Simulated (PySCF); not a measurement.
C2H3Cl2FSi, SMILES C=C(Cl)[Si@@H](F)Cl. Geometry: PBE-D3(BJ)/def2-SVP. The structure was generated by enumeration; whether it is a known compound was not checked. Other conformers were not sampled.

Computed equilibrium geometry at PBE-D3(BJ)/def2-SVP (PySCF confirms it by a frequency run) as bond lengths and angles (one conformer of several):
Atoms: C1 C2 Cl3 Si4 F5 Cl6 H7 H8 H9. Bonded distances (Å): C1–C2 1.346, C1–H7 1.101, C1–H8 1.102, C2–Cl3 1.754, C2–Si4 1.871, Si4–F5 1.636, Si4–Cl6 2.063, Si4–H9 1.491. Bond angles (°): C2–C1–H7 119.0, C2–C1–H8 122.4, H7–C1–H8 118.6, C1–C2–Cl3 122.2, C1–C2–Si4 124.0, Cl3–C2–Si4 113.8, C2–Si4–F5 106.7, C2–Si4–Cl6 110.1, C2–Si4–H9 113.2, F5–Si4–Cl6 108.6, F5–Si4–H9 109.1, Cl6–Si4–H9 109.1.
Charge 0, spin multiplicity 1.
